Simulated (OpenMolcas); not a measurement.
**How methods differ on SnH2ClO2 (SMILES [OH][Sn]([OH])[Cl])**

SnH2ClO2 has 6 atoms, charge 0, and is taken as a doublet. SMILES: `[OH][Sn]([OH])[Cl]`. The shape is that of a PBE0-D4/def2-TZVP optimisation. This is one conformer, not always the lowest.

Each level gives the vertical energy of the quartet above the doublet (eV). The values are calculated.

```tsv
level	kind	program	value (eV)	less CCSD(T)/def2-SVP	CPU time (all runs)
UHF/def2-SVP (core potential)	Hartree–Fock	OpenMolcas	6.33	-0.85	18 s
U-revPBE/def2-SVP (core potential)	GGA	OpenMolcas	6.33	-0.85	92 s
U-r2SCAN/def2-SVP (core potential)	meta-GGA	OpenMolcas	6.61	-0.57	2 min
UM06-L/def2-SVP (core potential)	meta-GGA	OpenMolcas	6.98	-0.20	2.1 min
UB3LYP/def2-SVP (core potential)	global hybrid	OpenMolcas	6.78	-0.40	85 s
UBHLYP/def2-SVP (core potential)	global hybrid	OpenMolcas	6.89	-0.29	71 s
UPBE0/def2-SVP (core potential)	global hybrid	OpenMolcas	6.83	-0.35	79 s
ROCCSD(T)/def2-SVP (core potential)	coupled cluster or CI	OpenMolcas	7.18	0.00	3 min
```

ROCCSD(T)/def2-SVP (core potential) is the highest level here, not the true value. Spin-orbit coupling, which can split open shells on such heavy atoms by tenths of an eV, is left out. The values span 6.33 to 7.18 eV. In the correlated wave-function rows the outer d shell of Sn is correlated, in sets not made for it. Times are those of the runs behind each value, whatever else they computed, on shared processors of several kinds: orders of magnitude only.
